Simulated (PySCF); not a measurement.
Computed structure and properties of PbH4

System: PbH4 (singlet); start: template (C2v). Method: PySCF 2.14.0, RKS TPSS, Pb def2-SVP with ECP60, H def2-SVP; non-relativistic Hamiltonian with scalar-relativistic core potentials where named; density fitting; no spin-orbit coupling.

Input of the relaxation:

```python
mol = gto.M(atom='''
Pb    -0.00019    -0.00908     0.00000
H     -0.00019    -0.00908     1.92000
H     -0.00019    -0.00908    -1.92000
H      1.68478     0.91143    -0.00000
H     -1.64542     0.98071     0.00000''',
    basis={'Pb': 'def2-SVP', 'H': 'def2-SVP'},
    ecp={'Pb': 'def2-SVP'},
    charge=0, spin=0)
mf = dft.RKS(mol, xc='TPSS')
mf.grids.atom_grid = (50, 194)
mf = mf.density_fit()  # fitting sets: Pb def2-universal-JKFIT, H def2-universal-JKFIT
mf.conv_tol = 1e-08; mf.max_cycle = 55
mf.kernel(dm0)  # dm0: converged density of the start geometry
# quasi-Newton relaxation in Cartesian coordinates to a largest gradient under 0.00045 Eh/bohr, steps kept in the point group
```

Run from Python with OMP_NUM_THREADS=2; the lines above give its settings. Where DIIS fails, smearing, a level shift and second-order steps follow.
It took 7.7 s on 2 threads of Arm Neoverse V1, with other jobs on the host, from the converged density of the start.

Course of the relaxation:

```tsv
step	energy above end (eV)	largest force component within the symmetry (eV/Å)
0	2.0245	2.753
1	1.1325	1.357
2	0.4802	0.964
3	0.1521	0.567
4	0.0154	0.140
5	0.0004	0.061
6	0.0002	0.040
7	0.0000	0.003
```

Relaxed geometry (Td):

```xyz
5

Pb    0.0078    0.3729    0.0000
H    -0.0135   -0.6497    1.4454
H    -0.0135   -0.6497   -1.4454
H     1.4737    1.3657    0.0000
H    -1.4156    1.4258    0.0000
```

```csv
contact,Å
Pb1–H2 (H),1.771
Pb1–H3 (H),1.771
Pb1–H4 (H),1.770
Pb1–H5 (H),1.770
```

On the finer grid (75, 302):

* HOMO: -7.87 eV
* LUMO: -1.07 eV
* Dipole about the centre of mass: 0.00 D
* Set of Mulliken populations of Pb1 outside the core potential: s 3.48, p 8.21, d 10.03
* D3(BJ) dispersion energy (not in the energies): -0.070 eV

| atom | Mulliken (e) | Löwdin (e) | spin (e) |
| --- | --- | --- | --- |
| Pb1 | 0.27 | 0.28 | 0.00 |
| H2 | -0.07 | -0.07 | 0.00 |
| H3 | -0.07 | -0.07 | 0.00 |
| H4 | -0.07 | -0.07 | 0.00 |
| H5 | -0.07 | -0.07 | 0.00 |

No frequency check is given for this geometry.

Taking off one H (charge -1, singlet; the rest: singlet) in vacuum, both parts rigid, costs 11.63 eV; the small basis without counterpoise inflates it. Most of it is the attraction of opposite charges; other ways to part are cheaper, and one spin state was tried for the rest.

Rigid scan of H along the line from its metal:

distance to H2 (Å), energy (eV) and a bar:
```
     1.47      0.846 ########
     1.57      0.323 ###
     1.67      0.070 #
     1.77      0.000 
     1.87      0.054 #
     1.97      0.189 ##
     2.17      0.598 ######
     2.47      1.326 #############
     2.87      2.224 ######################
     3.37      3.066 ##############################
```

One start shape was tried, so this needn't be the lowest isomer.
